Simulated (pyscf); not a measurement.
PySCF, gas phase, ωB97X-D3(BJ)/def2-SVP geometries. MP2 and CC: frozen core, UHF for open shells. ΔMP2 is the change of the MP2 total energy from the triple- to the quadruple-zeta basis.

What is the homolytic dissociation enthalpy (298 K, CCSD(T)/def2-TZVPP + ΔMP2(QZVPP)) of the In–Te bond of `[InH2][TeH]`, to InH₂• + TeH•?

In–Te to InH₂• + TeH•: 288.7 kJ/mol. The radicals are drawn with the spin at the cut bond; how far it spreads was not checked. The CCSD(T) − MP2 part came from Ansatz, without density fitting, on the same reference. The frozen core leaves the outer d or s,p core shells of the metals and heavy elements correlated in the MP2 and CC values, and def2-TZVPP describes them poorly, which can shift differences by a few kcal/mol. Left out: the spin-orbit lowering of TeH, which is large for Br, Se, Te and I. Elements past Kr carry the def2 core potentials, without spin-orbit coupling.
